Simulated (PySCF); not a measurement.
CH₆BClSi, SMILES B(Cl)([SiH3])C.

Geometry optimised at B3LYP-D3(BJ)/def2-SVP. The structure was generated by enumeration, and PubChem lists no compound with its InChIKey, so it may never have been made.

All values below come from B3LYP-D3(BJ)/def2-SVP run with PySCF 2.14.0.

Frequencies are harmonic and unscaled.

Computed normal modes with their intensities:
```
mode  ν (cm⁻¹)  IR (km/mol)  Raman (Å⁴/amu)  depolarisation    moving atoms (share of kinetic energy)
----  --------  -----------  --------------  --------------  ----------------------------------------
1            6          0.9             0.1            0.73                                    H 94 %
2           52          0.2             0.1            0.74                                    H 97 %
3          160          1.4             0.7            0.75   Cl 31 %, H 24 %, Si 20 %, C 16 %, B 9 %
4          267          2.1             2.1            0.53          Si 28 %, C 27 %, H 25 %, Cl 17 %
5          289          4.9             1.3            0.75                            H 51 %, B 45 %
6          470          9.9            11.0            0.09  C 26 %, Cl 26 %, Si 22 %, H 15 %, B 10 %
7          548         22.3             3.6            0.74                    H 78 %, B 12 %, Si 9 %
8          572         32.3             8.7            0.74                           H 77 %, Si 14 %
9          746         33.4             4.6            0.74           H 45 %, B 31 %, C 11 %, Cl 10 %
10         805          1.0             0.4            0.75                    H 55 %, B 26 %, C 17 %
11         893        216.9            11.5            0.66                                    H 89 %
12         940         35.0            21.2            0.75                                    H 96 %
13         952         39.1            25.2            0.75                                    H 97 %
14        1008        107.7             3.3            0.66                    B 53 %, H 31 %, C 11 %
15        1087         42.7             0.3            0.69                    B 59 %, H 27 %, C 12 %
16        1314         70.7            11.2            0.57                            H 69 %, C 26 %
17        1417          3.8            13.2            0.75                                    H 94 %
18        1427          8.0            13.3            0.75                                    H 94 %
19        2200         58.7           219.1            0.03                                    H 98 %
20        2203        111.4           105.1            0.68                                    H 96 %
21        2205         99.0           112.0            0.56                                    H 96 %
22        3006          0.2           155.0            0.01                                    H 96 %
23        3068          2.1            79.6            0.69                             H 91 %, C 9 %
24        3128         13.3           108.9            0.64                             H 91 %, C 9 %
```
